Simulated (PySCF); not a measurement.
# A survey of ¹⁷O NMR shifts

How the numbers were obtained: σ from GIAO-PBE0/pcSseg-1, GFN2-xTB geometry, in PySCF 2.14.0 with density-fitted response routines (gas phase, one computed conformer, fast rotation and ring inversion assumed for equivalent nuclei, relativity neglected).

Shieldings were converted by a linear fit to measured shifts: ¹⁷O: δ = 266.70 − 0.911σ (rms 10.7 ppm, 155 shifts, 12.2 ppm with the 3 outliers that the fit left out vs liquid water, solution or neat liquid). A few per cent of atoms miss by over 2 rms, more outside the fitted compound classes.

Give the ¹⁷O shifts of `CC(=S)c1ccco1`, `C[C@H]1C(=O)C=CC1=S`, `O=Cc1cccc(C(=O)F)c1`, `Cc1c(F)cccc1S(=O)(=O)Cl`, `N#Cc1ccc(S(=O)(=O)Cl)s1`, `Cc1ccc(S(=O)(=O)Cl)cc1F`, `Cc1cccc(S(=O)(=O)Cl)c1F`.

## Answers


```
                                                              compound           environment  δ (ppm)
                                                         CC(=S)c1ccco1  aromatic ring oxygen    230.6
                                                   C[C@H]1C(=O)C=CC1=S         ketone oxygen    597.3
[O:1]=[CH:2][c:3]1[cH:4][cH:5][cH:6][c:7]([C:8](=[O:9])[F:10])[cH:11]1   O1: aldehyde oxygen    574.3
[O:1]=[CH:2][c:3]1[cH:4][cH:5][cH:6][c:7]([C:8](=[O:9])[F:10])[cH:11]1   O9: carbonyl oxygen    356.6
                                               Cc1c(F)cccc1S(=O)(=O)Cl       S=O oxygen (×2)    227.8
                                               N#Cc1ccc(S(=O)(=O)Cl)s1       S=O oxygen (×2)    237.4
                                               Cc1ccc(S(=O)(=O)Cl)cc1F       S=O oxygen (×2)    221.1
                                               Cc1cccc(S(=O)(=O)Cl)c1F       S=O oxygen (×2)    233.1
```
